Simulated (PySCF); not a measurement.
H₂ISi, SMILES [SiH2]I, multiplicity 2.

Geometry optimised at B3LYP-D3(BJ)/def2-TZVP. The isomer is the one that the SMILES or the coordinates give; other isomers of the formula were not compared. The def2 effective core potentials stand for the cores of I; spin–orbit coupling is left out.

Computed with B3LYP-D3(BJ)/def2-TZVP (PySCF).

Frequencies are harmonic and unscaled.

| mode | ν (cm⁻¹) | IR (km/mol) | moving atoms (share of kinetic energy) |
|---|---|---|---|
| 1 | 350 | 26.5 | Si 76 %, I 19 % |
| 2 | 579 | 3.5 | H 96 % |
| 3 | 657 | 50.8 | H 91 %, Si 9 % |
| 4 | 913 | 113.7 | H 96 % |
| 5 | 2173 | 68.9 | H 98 % |
| 6 | 2213 | 90.8 | H 95 % |
